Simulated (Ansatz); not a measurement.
`[CH3][GeH]([F])[Cl]` → `CF` + `[Cl][GeH]` at 298.15 K and 1 bar (germylene formation by 1,1-elimination).

Gas-phase electronic energies from Ansatz, PBE0-D4/def2-TZVP geometries. CCSD(T)/CBS is the MP2 limit (def2-TZVPP, def2-QZVPP) plus CCSD(T) − MP2 in def2-TZVPP, frozen cores. This one scheme is used for every species. For Ge outer-core shells are correlated without core-valence functions, which leaves a few kJ/mol of doubt a bond. Scalar relativity is left out up to krypton.

```tsv
species	CCSD(T)/CBS energy (Eh)	H − E (kJ/mol)	S (J/(mol·K))
`[CH3][GeH]([F])[Cl]`	-2676.23424	145.9	335.5
`CF`	-139.63461	113.4	222.6
`[Cl][GeH]`	-2536.49422	29.1	264.4
```

H − E and S are ideal-gas, rigid-rotor, harmonic terms from PBE0-D4/def2-TZVP, for one conformer and one mirror image of each species. 1 Eh = 2625.50 kJ/mol, R = 8.31446 J/(mol·K).

Q: By hand: ΔE, ΔH, ΔS and ΔG.

A: ΔE = (-139.63461) + (-2536.49422) − (-2676.23424) = 0.10541 Eh = 276.8 kJ/mol. Δ(H − E) = 113.4 + 29.1 − 145.9 = -3.4, so ΔH = 273.4 kJ/mol. ΔS = 222.6 + 264.4 − 335.5 = 151.5 J/(mol·K). ΔG = 273.4 − 298.15 × (151.5)/1000 = 228.2 kJ/mol.

Q: By hand: the equilibrium constant, and the temperature at which ΔG would vanish if ΔH and ΔS stayed fixed.

A: log₁₀ K = −ΔG/(RT ln 10) = -40.0. ΔG = 0 at ΔH/ΔS = 1805 K.

The number of gas molecules changes by +1, which sets the sign of ΔS. A doubt of 5 kJ/mol in ΔE shifts log₁₀ K by 0.9 here. Other conformers and mirror images would add mixing entropy, several J/(mol·K) or more a flexible species. These are equilibria of isolated gas molecules and say nothing of rates. Largest T1 diagnostic: 0.013 (customary marks: 0.02 for closed shells, 0.045 for open ones).
